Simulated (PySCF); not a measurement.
PbCl2, SMILES [Pb]([Cl])[Cl] (connectivity only; charge and spin as stated), neutral, multiplicity 1.

The structure is a stationary point at B3LYP-D3(BJ)/def2-TZVP. The isomer is the one that the SMILES or the coordinates give; other isomers of the formula were not compared. The def2 effective core potentials stand for the cores of Pb; spin–orbit coupling is left out.

These are CAM-B3LYP/def2-TZVPD run with PySCF values and carry that method's errors.

Symmetry labels are those of the subgroup C2v that the program uses (full group C2v).

Question: List the valence orbital energies around the gap with their symmetry. (An estimate is asked for; the answer gives what the named calculation found.)

Answer: 
```json
[
 {"orbital": "HOMO−7", "symmetry": "B2", "energy (eV)": "-23.13"},
 {"orbital": "HOMO−6", "symmetry": "A1", "energy (eV)": "-16.23"},
 {"orbital": "HOMO−5", "symmetry": "B2", "energy (eV)": "-11.21"},
 {"orbital": "HOMO−4", "symmetry": "A1", "energy (eV)": "-10.63"},
 {"orbital": "HOMO−3", "symmetry": "B1", "energy (eV)": "-10.48"},
 {"orbital": "HOMO−2", "symmetry": "A2", "energy (eV)": "-10.05"},
 {"orbital": "HOMO−1", "symmetry": "B2", "energy (eV)": "-9.84"},
 {"orbital": "HOMO", "symmetry": "A1", "energy (eV)": "-9.52"},
 {"orbital": "LUMO", "symmetry": "B1", "energy (eV)": "-2.43"},
 {"orbital": "LUMO+1", "symmetry": "A1", "energy (eV)": "-0.59"},
 {"orbital": "LUMO+2", "symmetry": "B2", "energy (eV)": "-0.33"},
 {"orbital": "LUMO+3", "symmetry": "A1", "energy (eV)": "0.55"}
]
```
